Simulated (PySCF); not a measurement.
Input file for PySCF: R-BP86/6-31G* on HBr (SMILES Br).

```python
from pyscf import gto, scf, dft, mp
from pyscf.data.elements import chemcore

mol = gto.M(
    atom='''
    Br    0.32594001    0.59148946    3.95813832
    H     0.20104868    0.38467527    2.54206106
    ''',
    basis='6-31g*',
    cart=True,
    charge=0, spin=0, verbose=3, max_memory=1800)
mf = dft.RKS(mol, xc='b88,p86')
mf.conv_tol = 1e-8
mf.max_cycle = 100
mf.kernel()
if not mf.converged:
    mf = mf.newton().run(mf.mo_coeff, mf.mo_occ)
```

Output:

```
converged SCF energy = -2574.72979343082
```

Self-consistency was reached.

Cost: about 0.26 core-seconds (a rough figure).
